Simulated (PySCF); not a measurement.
C4F5, SMILES F[C]1C(F)=C(F)C1(F)F (connectivity only; charge and spin as stated), charge +1, multiplicity 1.

Coordinates come from a B3LYP-D3(BJ)/def2-SVP optimisation. The multiplicity is an assumed one; other spin states were not compared. The isomer is the one that the SMILES or the coordinates give; other isomers of the formula were not compared.

Level of theory: TDA-ωB97X/def2-SVPD (PySCF).

Vertical excitations.  State labels are in the subgroup C2v.

```tsv
state	symmetry	energy (eV)	λ (nm)	f	main pairs
S1	B1	4.77	260	0.003	HOMO−1→LUMO 98 %
S2	B2	6.08	204	0.287	HOMO→LUMO 92 %
S3	A2	6.92	179	0.000	HOMO−3→LUMO 88 %
S4	B2	7.72	161	0.050	HOMO−2→LUMO 97 %
S5	B1	7.90	157	0.004	HOMO−5→LUMO 91 %
S6	A2	8.27	150	0.000	HOMO−1→LUMO+1 86 %
S7	A1	8.29	150	0.004	HOMO−4→LUMO 98 %
S8	B1	8.65	143	0.038	HOMO→LUMO+2 92 %
S9	A1	9.10	136	0.339	HOMO→LUMO+1 91 %
S10	B2	9.35	133	0.016	HOMO−1→LUMO+2 93 %
T1	B2	3.33	372	0	HOMO→LUMO 97 %
T2	B1	4.32	287	0	HOMO−1→LUMO 97 %
T3	A1	6.44	193	0	HOMO→LUMO+1 96 %
T4	A2	6.63	187	0	HOMO−3→LUMO 80 %, HOMO−1→LUMO+1 12 %
```
Triplets are in the Tamm–Dancoff approximation.
